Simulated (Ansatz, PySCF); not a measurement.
Gas-phase reaction in SMILES: C[Si](C)(O)O [dihydroxy(dimethyl)silane] → C[Si](O)O + [CH3] (CH3) (the C-Si bond at the site shown breaks; other sites are not compared here)
Structures are relaxed separately at B3LYP-D3(BJ)/def2-TZVP in Ansatz (a quantum-chemistry and plane-wave program), one conformer each, not searched for the lowest.

Quantity: bond dissociation energy (0 K, with B3LYP-D3(BJ) harmonic zero-point energies from PySCF), in kJ/mol. Cores are frozen in the correlated levels unless marked. UHF or UKS for open shells. No spin-orbit coupling. Non-relativistic. Basis-set limits of correlation are two-point, X^-3; Hartree-Fock from the larger set.

CCSD(T)/CBS(cc-pV(T+d)Z,cc-pV(Q+d)Z) (Ansatz) gives 393.8 kJ/mol.

Q: Another calculation gave 429.2 kJ/mol. Which level was it?
A. B97M-V/def2-TZVPD (Ansatz)
B. B2PLYP/def2-TZVPD (Ansatz)
C. r2SCAN/def2-TZVPD (Ansatz)
D. SVWN5/def2-TZVPD (Ansatz)

A: D, SVWN5/def2-TZVPD (Ansatz). The others give 369.6 (B2PLYP), 384.1 (B97M-V), 355.0 (r2SCAN) kJ/mol.
